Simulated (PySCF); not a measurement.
CH$_{4}$O, charge +1, doublet, geometry from GFN2-xTB (a state made from the parent by changing its charge; the spin is typed, not shown lowest), with bond 5-1 at 1.8 times its length; CASSCF(7,5)/STO-3G (PySCF).

PySCF was given this input:
```python
from pyscf import gto, scf, mcscf
import numpy

mol = gto.M(
    atom='''
C    -0.08203668    0.60493218    0.11482401
O     0.06067739   -0.68366516   -0.17494028
H    -1.18198643    0.86214509    0.11391237
H     0.62482878   -1.22970011    0.41246267
H     0.85602259    1.30163532    1.70295852
H     0.12485126    1.21529375   -0.81291782
''',
    basis='sto-3g',
    charge=1,
    spin=1,
    verbose=4,
)

mf = scf.ROHF(mol)
mf.kernel()
mc = mcscf.CASSCF(mf, 5, 7)
mc.fix_spin_(ss=0.75)
mc.kernel()
occ = numpy.linalg.eigvalsh(mc.fcisolver.make_rdm1(mc.ci, mc.ncas, mc.nelecas))[::-1]
ss = mc.fcisolver.spin_square(mc.ci, mc.ncas, mc.nelecas)[0]
print('natural occupations', occ.round(4), ' <S^2>', round(ss, 4))
```

Q: What does PySCF print? Leave out banner, timings and long lists.

A: 
```
PySCF version 2.14.0

[INPUT] verbose = 4
[INPUT] num. atoms = 6
[INPUT] num. electrons = 17
[INPUT] charge = 1
[INPUT] spin (= nelec alpha-beta = 2S) = 1
[INPUT] symmetry False subgroup None
[INPUT] Mole.unit = angstrom
[INPUT] Symbol           X                Y                Z      unit          X                Y                Z       unit  Magmom
[...]
nuclear repulsion = 39.2705279554696
number of shells = 10
number of NR pGTOs = 42
number of NR cGTOs = 14
basis = sto-3g
ecp = {}

******** <class 'pyscf.scf.rohf.ROHF'> ********
method = ROHF
initial guess = minao
damping factor = 0
level_shift factor = 0
DIIS = <class 'pyscf.scf.diis.CDIIS'>
diis_start_cycle = 1
diis_space = 8
diis_damp = 0
SCF conv_tol = 1e-09
SCF conv_tol_grad = None
SCF max_cycles = 50
direct_scf = True
direct_scf_tol = 1e-13
num. doubly occ = 8  num. singly occ = 1
Set gradient conv threshold to 3.16228e-05
init E= -113.313053500716
[...]
cycle= 1 E= -112.966193244585  delta_E= 0.347  |g|= 0.45  |ddm|= 1.93
[...]
cycle= 2 E= -113.02815449247  delta_E= -0.062  |g|= 0.254  |ddm|= 0.667
[...]
cycle= 3 E= -113.054979923943  delta_E= -0.0268  |g|= 0.048  |ddm|= 0.261
[...]
cycle= 4 E= -113.060469608093  delta_E= -0.00549  |g|= 0.0227  |ddm|= 0.187
[...]
cycle= 5 E= -113.061080429382  delta_E= -0.000611  |g|= 0.00669  |ddm|= 0.0758
[...]
cycle= 6 E= -113.061108464886  delta_E= -2.8e-05  |g|= 0.00251  |ddm|= 0.0139
[...]
cycle= 7 E= -113.061115247314  delta_E= -6.78e-06  |g|= 0.000925  |ddm|= 0.0113
[...]
cycle= 8 E= -113.061117682341  delta_E= -2.44e-06  |g|= 0.000165  |ddm|= 0.00474
[...]
cycle= 9 E= -113.061117706343  delta_E= -2.4e-08  |g|= 3.86e-05  |ddm|= 0.000324
[...]
cycle= 10 E= -113.061117707874  delta_E= -1.53e-09  |g|= 1.54e-05  |ddm|= 0.000185
[...]
cycle= 11 E= -113.061117708295  delta_E= -4.21e-10  |g|= 3.76e-06  |ddm|= 8.29e-05
[...]
Extra cycle  E= -113.061117708325  delta_E= -3.02e-11  |g|= 2.05e-06  |ddm|= 1.46e-05
converged SCF energy = -113.061117708325

******** <class 'pyscf.mcscf.mc1step.CASSCF'> ********
CAS (4e+3e, 5o), ncore = 5, nvir = 4
max_cycle_macro = 50
max_cycle_micro = 4
conv_tol = 1e-07
conv_tol_grad = None
orbital rotation max_stepsize = 0.02
orbital rotation threshold for CI restart = 0.01
augmented hessian ah_max_cycle = 30
augmented hessian ah_conv_tol = 1e-12
augmented hessian ah_linear dependence = 1e-14
augmented hessian ah_level shift = 1e-08
augmented hessian ah_start_tol = 2.5
augmented hessian ah_start_cycle = 3
[...]
CASCI E = -113.081430179870  S^2 = 0.7500000
[...]
macro iter  40 (  7 JK    2 micro), CASSCF E = -113.102500212443  dE = -2.25409748e-05  S^2 = 0.7500000
               |grad[o]|=0.00163  |grad[c]|=0.00279  |ddm|=0.00358  |maxRot[o]|=0.0516
macro iter  41 (  7 JK    2 micro), CASSCF E = -113.102517384635  dE = -1.71721916e-05  S^2 = 0.7500000
               |grad[o]|=0.00143  |grad[c]|=0.00438  |ddm|=0.00353  |maxRot[o]|=0.0602
macro iter  42 (  7 JK    2 micro), CASSCF E = -113.102531271326  dE = -1.38866915e-05  S^2 = 0.7500000
               |grad[o]|=0.00134  |grad[c]|=0.00528  |ddm|=0.00359  |maxRot[o]|=0.0649
macro iter  43 (  7 JK    2 micro), CASSCF E = -113.102543079129  dE = -1.18078028e-05  S^2 = 0.7500000
               |grad[o]|=0.0013  |grad[c]|=0.00581  |ddm|=0.00375  |maxRot[o]|=0.0673
macro iter  44 (  7 JK    2 micro), CASSCF E = -113.102553123536  dE = -1.00444068e-05  S^2 = 0.7500000
               |grad[o]|=0.00125  |grad[c]|=0.00616  |ddm|=0.00389  |maxRot[o]|=0.0686
macro iter  45 (  7 JK    2 micro), CASSCF E = -113.102560750158  dE = -7.62662184e-06  S^2 = 0.7500000
               |grad[o]|=0.00114  |grad[c]|=0.00639  |ddm|=0.00389  |maxRot[o]|=0.0693
macro iter  46 (  6 JK    2 micro), CASSCF E = -113.102564069605  dE = -3.31944773e-06  S^2 = 0.7500000
               |grad[o]|=0.000883  |grad[c]|=0.00331  |ddm|=0.00221  |maxRot[o]|=0.0497
macro iter  47 ( 10 JK    3 micro), CASSCF E = -113.102561541451  dE =  2.52815478e-06  S^2 = 0.7500000
               |grad[o]|=0.000525  |grad[c]|=0.000211  |ddm|=0.000715  |maxRot[o]|=0.0512
macro iter  48 ( 21 JK    4 micro), CASSCF E = -113.102560042692  dE =  1.49875873e-06  S^2 = 0.7500000
               |grad[o]|=0.000473  |grad[c]|=0.000792  |ddm|=0.000203  |maxRot[o]|=0.0164
macro iter  49 ( 25 JK    4 micro), CASSCF E = -113.102560705356  dE = -6.62663879e-07  S^2 = 0.7500000
               |grad[o]|=0.0003  |grad[c]|=0.000107  |ddm|=7.48e-05  |maxRot[o]|=0.00506
macro iter  50 (  7 JK    2 micro), CASSCF E = -113.102563074603  dE = -2.36924680e-06  S^2 = 0.7500000
               |grad[o]|=0.000227  |grad[c]|=0.000275  |ddm|=0.000195  |maxRot[o]|=0.021
1-step CASSCF not converged,  50 macro (774 JK 162 micro) steps
CASSCF canonicalization
Density matrix diagonal elements [1.9988661  1.8572946  1.99777468 1.03055275 0.11551186]
CASSCF energy = -113.102563074603
CASCI E = -113.102563074603  E(CI) = -16.2287323774509  S^2 = 0.7500000
natural occupations [1.9993 1.9989 1.8881 1.0077 0.106 ]  <S^2> 0.75
```

The run did not converge; its last values are not results.
